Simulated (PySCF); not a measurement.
C4H10O, SMILES CCCCO.

Coordinates come from a TPSSh-D3(BJ)/def2-SVP optimisation. One conformer was computed; it need not be the lowest.

Method: PBE/def2-TZVP (PySCF).

Symmetry labels are those of the subgroup Cs that the program uses (full group Cs).

Computed valence orbital energies around the gap with their symmetry:
```csv
orbital,symmetry,energy (eV)
HOMO−7,A",-10.40
HOMO−6,A',-9.63
HOMO−5,A",-8.67
HOMO−4,A',-8.60
HOMO−3,A',-8.02
HOMO−2,A",-7.69
HOMO−1,A',-7.62
HOMO,A",-6.09
LUMO,A',0.26
LUMO+1,A',0.51
LUMO+2,A',1.27
LUMO+3,A",1.50
```
